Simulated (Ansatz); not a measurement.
B₅H₃⁻. Total charge -1; doublet. Geometry PBE-D4/def2-SVP, that of the neutral singlet; atoms count from 1.

| atom | x (Å) | y (Å) | z (Å) |
| --- | --- | --- | --- |
| B1 | 0.4473 | -0.3440 | 0.1587 |
| B2 | -0.7032 | 0.8275 | -0.3342 |
| B3 | -0.3119 | -1.8489 | 0.4859 |
| B4 | -1.2187 | -0.6536 | 0.0183 |
| B5 | 1.0964 | 1.0300 | -0.1427 |
| H6 | 0.0959 | -2.9195 | 0.8477 |
| H7 | 1.7446 | 2.0212 | -0.3347 |
| H8 | -1.1504 | 1.8873 | -0.6990 |

The highest occupied level of the charge -1 doublet lies above zero (up to 0.08 eV). By energy differences its removal costs 1.66 eV (vertical, to the charge 0 singlet, at PBE0-D4/def2-TZVPD); a positive level beside a positive removal energy at the same level points to self-interaction error. The structure comes from a short search, and lower isomers may exist.

Estimate the Mulliken populations from the PBE0/def2-TZVPD orbitals of Ansatz.


```csv
atom,charge (e),spin (α − β)
B1,-0.69,0.14
B2,-0.04,0.04
B3,-0.18,0.37
B4,-0.72,0.18
B5,0.65,0.32
H6,-0.02,-0.02
H7,-0.01,-0.02
H8,0.00,-0.01
```
Mulliken values and Mayer orders depend strongly on the basis. With diffuse functions, as here, like atoms can get unlike values, and bond orders can come out too low or too high.

Where does the spin sit?

Summed by element: B 1.05, H -0.05, of 1 unpaired in all. Largest on single atoms: B3 0.37, B5 0.32, B4 0.18.

And the Mayer bond orders between bonded heavy atoms (over 0.3)?

B1–B2 0.86 (1.71 Å); B1–B3 0.60 (1.72 Å); B1–B4 0.90 (1.70 Å); B1–B5 1.10 (1.55 Å); B2–B4 0.99 (1.61 Å); B2–B5 0.64 (1.82 Å); B3–B4 1.61 (1.57 Å). Values over 0.3 also appear between atoms too far apart for a bond (B3–B5 0.35 at 3.27 Å); they arise where an orbital or an unpaired electron spreads over both atoms.
